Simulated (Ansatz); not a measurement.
Species: C3H6S, SMILES `C=C(C)S` (C–C–S–H torsion 0°) (charge 0, multiplicity 1).

**Question.** Give a relaxed geometry from PBE0-D3(BJ)/def2-TZVP (Ansatz, a program for electronic structure).

**Answer.** Several could match; the one computed here: the end point of this relaxation, one of several conformers (outside a Z-matrix the atoms follow the SMILES, hydrogens last).
Z-matrix (Å, degrees):
```
C
C 1 1.3295
H 2 1.0829 1 122.66
H 2 1.0836 3 117.40 1 179.99
C 1 1.4954 2 123.50 3 179.99
H 5 1.0899 1 110.39 2 0.00
H 5 1.0936 6 108.65 1 -121.81
H 5 1.0936 6 108.65 7 -116.38
S 1 1.7607 2 124.44 3 0.00
H 9 1.3419 1 97.28 2 0.00
```
